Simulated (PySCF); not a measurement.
CaSb at TPSSh

Computed with TPSSh; basis Ca def2-SVP, Sb def2-SVP with ECP28; scalar-relativistic core potentials; PySCF 2.14.

```
state                                            : ⁴Σ⁻ (quartet), unpaired electrons σ ↑, π ↑↑
bond length                                      : 3.097 Å
harmonic wavenumber                              : 178 cm⁻¹
force constant                                   : 0.559 mdyn/Å
rotational constant Be                           : 0.05853 cm⁻¹
anharmonicity ωexe                               : 0.644 cm⁻¹
vibration–rotation constant αe                   : 0.000268 cm⁻¹
well depth De to Ca + Sb                         : 26.1 kcal/mol
dissociation energy D0                           : 25.9 kcal/mol
bond order (Mayer)                               : 1.09
dipole moment (positive dipole means Ca(−)Sb(+)) : -3.56 D
```

Spin–orbit coupling is left out, which matters for elements this heavy, above all for dissociation energies. The state was picked by a PBE0 search and need not be the measured ground state.
